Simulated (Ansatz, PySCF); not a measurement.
BClH4O2Si, SMILES OB(O)[SiH2]Cl. Atoms are numbered in the order given.

```xyz
9

Si    -0.8371    -0.5456    -0.2112
Cl    -1.3026     1.4976     0.0393
B      1.1926    -0.6246     0.0477
O      1.9474    -1.7535    -0.0238
O      1.8404     0.5340     0.3109
H     -1.3123    -0.9581    -1.5640
H     -1.6269    -1.3186     0.7911
H      1.4565    -2.5598    -0.2126
H      1.2435     1.2958     0.3477
```

Geometry optimised at B3LYP-D3(BJ)/def2-SVP. The values are those of a single conformer.

Two levels are set side by side: PBE-D3(BJ)/def2-SVP (Ansatz, a program for electronic structure) and B3LYP-D3(BJ)/def2-SVP (Ansatz). Each level has its own optimised geometry; the coordinates shown are those of the second. Frequencies come from the Hessian of PySCF at each geometry. Differences are taken from unrounded values.

```tsv
quantity	B3LYP-D3(BJ)	PBE-D3(BJ)	PBE-D3(BJ) minus B3LYP-D3(BJ)
mean bond length (Å)	1.473	1.482	0.009
bond Si1–Cl2 (Å)	2.110	2.116	0.006
bond Si1–B3 (Å)	2.048	2.050	0.003
bond B3–O4 (Å)	1.360	1.369	0.009
bond B3–O5 (Å)	1.353	1.362	0.009
bond Si1–H6 (Å)	1.492	1.506	0.014
bond Si1–H7 (Å)	1.492	1.506	0.014
bond O4–H8 (Å)	0.963	0.971	0.008
bond O5–H9 (Å)	0.968	0.979	0.011
highest harmonic wavenumber (cm⁻¹)	3892	3787	-105
mean harmonic wavenumber (cm⁻¹)	1113	1080	-33
zero-point energy (kcal/mol)	33.40	32.41	-0.99
```

Exact exchange shortens and stiffens bonds; PBE has none. Differences between two approximate levels are no errors against the true value.
